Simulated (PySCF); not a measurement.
C₃HF₄, SMILES F/[C]=C/C(F)(F)F, multiplicity 2.

The structure is a stationary point at B3LYP-D3(BJ)/def2-SVP. The isomer is the one that the SMILES or the coordinates give; other isomers of the formula were not compared.

Method: B3LYP-D3(BJ)/def2-SVP run with PySCF 2.14.0.

Frequencies are harmonic and unscaled.

Computed vibrational spectrum:
```tsv
mode	ν (cm⁻¹)	IR (km/mol)	moving atoms (share of kinetic energy)
1	77	1.8	F 51 %, C 36 %, H 13 %
2	171	1.5	F 74 %, C 24 %
3	230	1.0	C 46 %, F 37 %, H 17 %
4	389	1.7	F 80 %, C 20 %
5	406	2.7	F 55 %, C 40 %
6	415	1.5	F 62 %, C 33 %
7	559	1.0	F 79 %, C 17 %
8	575	0.2	F 75 %, C 16 %, H 9 %
9	697	25.6	F 67 %, C 29 %
10	785	18.8	H 52 %, C 42 %
11	887	12.5	F 52 %, C 34 %, H 14 %
12	1137	293.0	C 49 %, H 27 %, F 24 %
13	1193	314.2	C 78 %, F 22 %
14	1197	110.0	C 54 %, H 28 %, F 18 %
15	1281	192.1	C 71 %, H 15 %, F 14 %
16	1364	102.9	C 82 %, F 13 %
17	1778	246.5	C 95 %
18	3152	3.3	H 92 %, C 8 %
```
